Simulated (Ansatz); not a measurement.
Consider the ligand exchange at a B–Cl bond: `CB(C)Cl` + `N[SiH3]` → `CB(C)N[SiH3]` + HCl.

Isolated molecules relaxed with PBE0-D4/def2-TZVP in Ansatz; ΔE leaves out vibrations. CCSD(T)/CBS is the MP2 limit (def2-TZVPP, def2-QZVPP) plus CCSD(T) − MP2 in def2-TZVPP, frozen cores. This one scheme is used for every species. DFT in def2-TZVPP. B3LYP here is the variant with VWN-RPA as its local correlation; programs differ in this. HSE06 is defined as in plane-wave codes. Each species was taken in one conformer, which may not be the lowest.

```tsv
level	ΔE (kcal/mol)	difference from CCSD(T)/CBS
PBE-D4	-5.4	0.9
BLYP-D4	-6.4	-0.1
r2SCAN-D4	-4.9	1.4
B97M-V	-4.5	1.8
PBE0-D4	-5.5	0.8
r2SCANh-D4	-5.0	1.3
r2SCAN0-D4	-5.2	1.1
HSE06-D4	-5.5	0.8
BHLYP-D4	-6.2	0.1
CAM-B3LYP-D4	-6.5	-0.2
ωB97X-V	-5.3	1.0
ωB97M-V	-5.7	0.6
B2PLYP	-5.1	1.2
PBE-QIDH	-5.2	1.1
PBE	-4.3	2.0
revPBE	-3.1	3.2
BLYP	-4.1	2.2
r2SCAN	-4.5	1.8
PBE0	-4.5	1.8
B3LYP	-4.5	1.8
r2SCANh	-4.6	1.7
r2SCAN0	-4.7	1.6
HSE06	-4.5	1.8
CAM-B3LYP	-5.4	0.9
LC-ωPBE	-4.9	1.4
HF/def2-SVP	-4.6	1.7
MP2/def2-SVP	-7.2	-0.9
CCSD/def2-SVP	-7.5	-1.2
CCSD(T)/def2-SVP	-7.9	-1.6
HF/def2-TZVPP	-3.8	2.5
MP2/def2-TZVPP	-6.0	0.3
SCS-MP2/def2-TZVPP	-6.0	0.3
CCSD/def2-TZVPP	-6.7	-0.4
CCSD(T)/def2-TZVPP	-6.9	-0.6
HF/def2-QZVPP	-4.0	2.3
MP2/def2-QZVPP	-5.7	0.6
SCS-MP2/def2-QZVPP	-5.7	0.6
HF/CBS(def2)	-4.0	2.3
MP2/CBS(def2)	-5.4	0.9
CCSD/CBS(def2)	-6.1	0.2
CCSD(T)/CBS	-6.3	0
```

Largest T1 diagnostic among the species: 0.011.

Leaving LDA and LC-ωPBE aside and taking each functional with its dispersion term where it has one, the values spread over 2.0 kcal/mol, from CAM-B3LYP-D4 to B97M-V. LDA lies −2.7 kcal/mol from PBE without D4. In def2-TZVPP, CCSD(T) changes the Hartree–Fock value by −3.0 kcal/mol (the triples alone add −0.2 kcal/mol) and MP2 by −2.2 kcal/mol.
